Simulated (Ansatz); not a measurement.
```yaml
crystal:
  periodic: [true, true, true]
  atoms:
    - {symbol: O, position_ang: [-0.242210, 1.079490, -1.168597]}
    - {symbol: B, position_ang: [0.106698, 0.597613, 0.045448]}
    - {symbol: C, position_ang: [-0.021407, -0.954833, 0.254082]}
    - {symbol: F, position_ang: [0.362024, -1.355093, 1.527500]}
    - {symbol: H, position_ang: [-0.147107, 2.031211, -1.246331]}
    - {symbol: H, position_ang: [0.494300, 1.326984, 0.916608]}
    - {symbol: H, position_ang: [0.595505, -1.497464, -0.474339]}
    - {symbol: H, position_ang: [-1.055704, -1.284907, 0.089731]}
basis:
  gaussian: {orbitals: cc-pVTZ}
hamiltonian: {xc: {name: wB97X-V}}
```

```sh
$ ansatz run in.yaml --threads 2 --pin off --events-out ev --progress --plain --max-ram 4352MiB
```

Shortened log:

```
Error: YAML parse error: error: line 2 column 3: crystal: missing field `lattice` (a structure is typed as `lattice` and `atoms`, a molecule's as `atoms` in Å alone, or read from a run's directory, `checkpoint`)
 --> <input>:2:3
1 | crystal:
2 |   periodic: [true, true, true]
3 |   atoms:
4 |     - {symbol: O, position_ang: [-0.242210, 1.079490, -1.168597]}
```

Task: What is wrong with this run?

Result: The molecule is marked periodic without a cell. The program refused the input.
